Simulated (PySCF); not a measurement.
GeOCl₂, SMILES [O]=[Ge]([Cl])[Cl].

Coordinates come from a PBE0-D3(BJ)/def2-SVP optimisation.

Two levels are set side by side: PBE/def2-TZVPD (PySCF) and r2SCAN/def2-TZVPD (PySCF). Same geometry, gas phase. Differences are taken from unrounded values.

```csv
quantity,r2SCAN
orbital gap (eV),4.00
highest occupied level (eV),-7.67
lowest empty level (eV),-3.67
dipole moment (D),2.55
mean polarisability (bohr³),61.1
```

Task: What does PBE give, and how far is it from r2SCAN? (The exact figures need the calculation; the answer reports its results.)

Result: 
```tsv
quantity	PBE	PBE minus r2SCAN
orbital gap (eV)	3.48	-0.52
highest occupied level (eV)	-7.35	0.32
lowest empty level (eV)	-3.87	-0.19
dipole moment (D)	2.45	-0.10
mean polarisability (bohr³)	63.2	2.1
```

Rough cost on one machine, each run with all the roots and properties that it gave: r2SCAN against PBE about 3 times.
